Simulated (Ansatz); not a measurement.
(KSH)4 cube (K4H4S4). Charge 0, multiplicity 1. Geometry r2SCAN-D4/def2-SVP; atoms count from 1.

```xyz
12

K     0.633    0.840    2.474
K    -0.734    2.103   -1.499
K     2.135   -1.191   -1.116
K    -2.032   -1.753    0.143
S    -2.122    1.184    1.109
S     2.021    1.741   -0.139
S     0.732   -2.091    1.490
S    -0.631   -0.837   -2.458
H    -3.193    1.782    1.666
H     3.037    2.623   -0.213
H     1.100   -3.147    2.241
H    -0.946   -1.254   -3.699
```

Q: Estimate the Mulliken populations from the PBE0/def2-TZVP orbitals of Ansatz.

A: 
```json
{"atom": "K1", "charge (e)": "0.69"}
{"atom": "K2", "charge (e)": "0.68"}
{"atom": "K3", "charge (e)": "0.69"}
{"atom": "K4", "charge (e)": "0.69"}
{"atom": "S5", "charge (e)": "-0.82"}
{"atom": "S6", "charge (e)": "-0.82"}
{"atom": "S7", "charge (e)": "-0.82"}
{"atom": "S8", "charge (e)": "-0.82"}
{"atom": "H9", "charge (e)": "0.13"}
{"atom": "H10", "charge (e)": "0.13"}
{"atom": "H11", "charge (e)": "0.13"}
{"atom": "H12", "charge (e)": "0.13"}
```
Mulliken values and Mayer orders depend strongly on the basis.
